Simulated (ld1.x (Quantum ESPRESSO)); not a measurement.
**Varying the ultrasoft potential for selenium**

Base potential:

Se, ultrasoft, made with ld1.x (Quantum ESPRESSO) 7.5 (PBE, scalar-relativistic). Core [Ar], reference 3d10 4s2 4p4. Waves: 4s (bound): rcut 1.15, rcutus 1.60 bohr; 4s channel at 0.8 Ry: rcut 1.15, rcutus 1.60 bohr; 4p (bound): rcut 1.30, rcutus 1.65 bohr; 4p channel at 0.8 Ry: rcut 1.30, rcutus 1.65 bohr; 3d (bound): rcut 0.75, rcutus 1.05 bohr; 3d channel at -1.7 Ry: rcut 0.75, rcutus 1.05 bohr. Local part: all-electron potential smoothed inside 1.00 bohr (lloc = -1). Core correction: a·sin(br)/r model core inside 0.75 bohr. Augmentation charge: PSQ, inside the norm-conserving radii.

All-electron outer shells of the reference configuration (PBE, scalar-relativistic, ld1.x):

```json
{"shell": "3s", "level (eV)": "-213.51", "outermost node (bohr)": "0.24", "outermost maximum (bohr)": "0.50"}
{"shell": "3p", "level (eV)": "-152.98", "outermost node (bohr)": "0.21", "outermost maximum (bohr)": "0.50"}
{"shell": "3d", "level (eV)": "-53.12", "outermost node (bohr)": "–", "outermost maximum (bohr)": "0.45"}
{"shell": "4s", "level (eV)": "-17.29", "outermost node (bohr)": "0.70", "outermost maximum (bohr)": "1.51"}
{"shell": "4p", "level (eV)": "-6.51", "outermost node (bohr)": "0.74", "outermost maximum (bohr)": "1.82"}
```

Cutoffs, loose and tight: the cutoffs (Ry, on a coarse ladder) from which the occupation-weighted sum of valence levels, in a spherical-Bessel basis at the reference potential, stays within 10 and 1 mRy of its value at 400 Ry. They do not see the model core or the augmentation charge, which bear on the density cutoff. Test errors are all-electron minus pseudo excitation energies from the reference, over the configurations 3d10 4s2 4p3; 3d10 4s2 4p2; 3d10 4s2 4p1; 3d9 4s2 4p5; 3d10 4s2 4p0; 3d9 4s2 4p4; 3d10 4s2 4p4.3. A dash means not determined; rows that change the core or the reference have their own tests.

A true bound ghost makes a file unfit for plane-wave use even where its test errors are small: the radial tests pick states by their node count and pass the ghost by.

| change | outcome | cutoff, loose | cutoff, tight | bound ghosts | largest test error (meV) |
| --- | --- | --- | --- | --- | --- |
| base | generated | 140 Ry | 230 Ry | s | -427 |
| wave 4p channel at 0.8 Ry: rcut 1.30, rcutus 1.65 bohr becomes 4p channel at -0.34 Ry: rcut 1.30, rcutus 1.65 bohr | generated | 140 Ry | 230 Ry | s | -415 |
| wave 4p channel at 0.8 Ry: rcut 1.30, rcutus 1.65 bohr becomes 4p channel at -0.18 Ry: rcut 1.30, rcutus 1.65 bohr | generated | 140 Ry | 230 Ry | s | -426 |
| wave 4p channel at 0.8 Ry: rcut 1.30, rcutus 1.65 bohr becomes 4p channel at 0.22 Ry: rcut 1.30, rcutus 1.65 bohr | generated | 140 Ry | 230 Ry | s | -428 |
| wave 4p channel at 0.8 Ry: rcut 1.30, rcutus 1.65 bohr becomes 4p channel at 0.63 Ry: rcut 1.30, rcutus 1.65 bohr | generated | 140 Ry | 230 Ry | s | -427 |
| wave 4p channel at 0.8 Ry: rcut 1.30, rcutus 1.65 bohr becomes 4p channel at 1.76 Ry: rcut 1.30, rcutus 1.65 bohr | generated | 140 Ry | 230 Ry | s | -423 |
| wave 4p channel at 0.8 Ry: rcut 1.30, rcutus 1.65 bohr becomes 4p channel at 4.31 Ry: rcut 1.30, rcutus 1.65 bohr | generated | 140 Ry | 230 Ry | s | -412 |
